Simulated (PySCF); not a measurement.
Si(H)2(Me)(NCO) (C₂H₅NOSi), SMILES C[SiH2]N=C=O.

Geometry: ωB97X-D3(BJ)/def2-SVP. Other conformers were not sampled.

Two levels are set side by side: TDA-PBE/def2-SVPD (PySCF) and TDA-LC-ωPBE/def2-SVPD (PySCF). Vertical, same geometry. The lowest singlet is HOMO−1→LUMO 97 % with PBE and HOMO→LUMO+3 33 %, HOMO−1→LUMO+5 24 %, HOMO−1→LUMO+1 9 %, HOMO−1→LUMO 8 % with the other functional; states are paired by order. Differences are taken from unrounded values.

```tsv
quantity	TDA-LC-ωPBE
lowest singlet excitation (eV)	7.38
lowest triplet excitation (TDA) (eV)	6.61
first bright state (f over 0.05) (eV)	8.98
its oscillator strength	0.34
```

Problem. What does TDA-PBE give, and how far is it from TDA-LC-ωPBE? (An estimate is asked for; the answer gives what the named calculation found.)

Solution. 
| quantity | TDA-PBE | TDA-PBE minus TDA-LC-ωPBE |
|---|---|---|
| lowest singlet excitation (eV) | 6.63 | -0.75 |
| lowest triplet excitation (TDA) (eV) | 6.26 | -0.34 |
| first bright state (f over 0.05) (eV) | 7.45 | -1.53 |
| its oscillator strength | 0.08 | -0.26 |

Functionals without exact exchange tend to place singlet excitations lower, as here. Differences between two approximate levels are no errors against the true value.

Rough cost on one machine, each run with all the roots and properties that it gave: TDA-LC-ωPBE against TDA-PBE about 4 times.
